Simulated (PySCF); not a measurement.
CBrF2, SMILES [C](F)(F)Br (connectivity only; charge and spin as stated), charge +1, multiplicity 1. Geometry: PBE-D3(BJ)/def2-SVP. The spin state was assumed, not searched. The isomer is the one that the SMILES or the coordinates give; other isomers of the formula were not compared.

PySCF with TDDFT-B3LYP/def2-SVPD puts the lowest singlet excitations at 4.19, 5.92, 7.05, 7.55, 7.71, 8.12 eV.

What are the lowest excitation roots from ADC(2)/aug-cc-pVDZ run with PySCF? (The exact figures need the calculation; the answer reports its results.)

4.54, 5.53, 7.28, 7.69, 7.85, 8.16 eV. S1 differs by 0.35 eV (second minus first; roots are paired by order, and the bases may differ).
